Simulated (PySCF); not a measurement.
## Steps of a relaxation of Pb(CH3)2H2

Pb(CH3)2H2 (singlet). PySCF 2.14.0, RKS TPSS, Pb def2-SVP with ECP60, C def2-SVP, H def2-SVP; non-relativistic Hamiltonian with scalar-relativistic core potentials where named; density fitting; no spin-orbit coupling. Origin of the start: template. Columns: position (Å) and force (eV/Å). Energies are counted from the last step; some of the 10 steps are shown. Forces carry noise of the integration grid, about 0.01 to 0.03 eV/Å.

Run from Python with OMP_NUM_THREADS=2. Where DIIS fails, smearing, a level shift and second-order steps follow.
It took 37 s on 2 threads of Arm Neoverse V2, with other jobs on the host, from the converged density of the start.

```xyz
11
step 0  E = 0.263 eV
Pb    0.0000    0.0000   -0.1539     0.00    0.00   -2.23
C     1.2615    1.2615    1.1076     0.42    0.42    0.25
H     1.8908    1.8908    0.4783     0.24    0.24   -0.20
H     0.6322    1.8908    1.7369    -0.26    0.23    0.23
H     1.8908    0.6322    1.7369     0.23   -0.26    0.23
C    -1.2615   -1.2615    1.1076    -0.42   -0.42    0.25
H    -1.8908   -1.8908    0.4783    -0.24   -0.24   -0.20
H    -0.6322   -1.8908    1.7369     0.26   -0.23    0.23
H    -1.8908   -0.6322    1.7369    -0.23    0.26    0.23
H     1.1085   -1.1085   -1.2624    -0.69    0.69    0.61
H    -1.1085    1.1085   -1.2624     0.69   -0.69    0.61
```

```xyz
11
step 3  E = 0.002 eV
Pb    0.0000    0.0000   -0.1971     0.00    0.00   -0.04
C     1.3046    1.3046    1.1107     0.00    0.00    0.00
H     1.9392    1.9392    0.4737     0.01    0.01    0.00
H     0.6527    1.9293    1.7407     0.01    0.02    0.02
H     1.9293    0.6527    1.7407     0.02    0.01    0.02
C    -1.3046   -1.3046    1.1107     0.00    0.00    0.00
H    -1.9392   -1.9392    0.4737    -0.01   -0.01    0.00
H    -0.6527   -1.9293    1.7407    -0.01   -0.02    0.02
H    -1.9293   -0.6527    1.7407    -0.02   -0.01    0.02
H     1.0226   -1.0226   -1.2467     0.01   -0.01   -0.01
H    -1.0226    1.0226   -1.2467    -0.01    0.01   -0.01
```

```xyz
11
step 6  E = 0.000 eV
Pb    0.0000    0.0000   -0.1920     0.00    0.00    0.02
C     1.3132    1.3132    1.1098     0.00    0.00    0.00
H     1.9454    1.9454    0.4664    -0.01   -0.01    0.00
H     0.6677    1.9440    1.7415     0.00    0.00    0.00
H     1.9440    0.6677    1.7415     0.00    0.00    0.00
C    -1.3132   -1.3132    1.1098     0.00    0.00    0.00
H    -1.9454   -1.9454    0.4664     0.01    0.01    0.00
H    -0.6677   -1.9440    1.7415     0.00    0.00    0.00
H    -1.9440   -0.6677    1.7415     0.00    0.00    0.00
H     1.0237   -1.0237   -1.2428     0.00    0.00    0.00
H    -1.0237    1.0237   -1.2428     0.00    0.00    0.00
```

Task: Where does the relaxation end?

Result: It converges at step 9 in C2v:
```xyz
11
step 9  E = 0
Pb    0.0000    0.0000   -0.1804
C     1.3186    1.3186    1.1085
H     1.9451    1.9451    0.4543
H     0.6776    1.9543    1.7396
H     1.9543    0.6776    1.7396
C    -1.3186   -1.3186    1.1085
H    -1.9451   -1.9451    0.4543
H    -0.6776   -1.9543    1.7396
H    -1.9543   -0.6776    1.7396
H     1.0235   -1.0235   -1.2315
H    -1.0235    1.0235   -1.2315
```

Task: How did the contacts change?

Result: 
```csv
contact,start (Å),end (Å)
Pb1–C2 (CH3),2.185,2.267
Pb1–C6 (CH3),2.185,2.267
Pb1–H10 (H),1.920,1.789
Pb1–H11 (H),1.920,1.789
```


No frequency check is given that shows the relaxed geometry to be a minimum.
